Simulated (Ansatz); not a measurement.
The cluster PAu₈⁻. Total charge -1; singlet. Geometry PBE0-D4/def2-SVPD, basis def2-SVP, Ansatz.

Cartesian coordinates in Å:
```
P -1.409 0.944 0.527
Au -0.600 3.112 -0.076
Au 3.200 -0.309 -0.701
Au -2.135 0.565 -1.618
Au -0.654 -2.569 0.986
Au 1.942 -2.651 0.139
Au -2.738 -0.868 1.347
Au 1.830 2.054 -0.671
Au 0.565 -0.277 0.068
```

```json
{"run": "A", "HOMO (eV)": "-2.28", "LUMO (eV)": "2.79"}
{"run": "B", "HOMO (eV)": "-2.25", "LUMO (eV)": "0.36"}
{"run": "C", "HOMO (eV)": "-1.78", "LUMO (eV)": "-0.27"}
{"run": "D", "HOMO (eV)": "-2.51", "LUMO (eV)": "1.04"}
{"run": "E", "HOMO (eV)": "-1.84", "LUMO (eV)": "-0.19"}
{"run": "F", "HOMO (eV)": "-2.12", "LUMO (eV)": "-0.63"}
```

In the def2 sets Au takes a core potential; there is no spin–orbit coupling. The structure comes from a short search, and lower isomers may exist.

Q: The runs used BHLYP, HF, LDA (SPW92), PBE, PBE0, r2SCAN. Estimate which is which.

A: A HF (100 % exact exchange); B PBE0 (25 % exact exchange); C PBE (0 % exact exchange); D BHLYP (50 % exact exchange); E r2SCAN (0 % exact exchange); F LDA (SPW92) (0 % exact exchange). Exact exchange lowers occupied and raises empty levels; among semilocal functionals meta-GGAs tend to open the gap a little, and such runs are hard to tell apart. The gap grows from 1.49 eV (LDA (SPW92)) to 5.07 eV (HF).
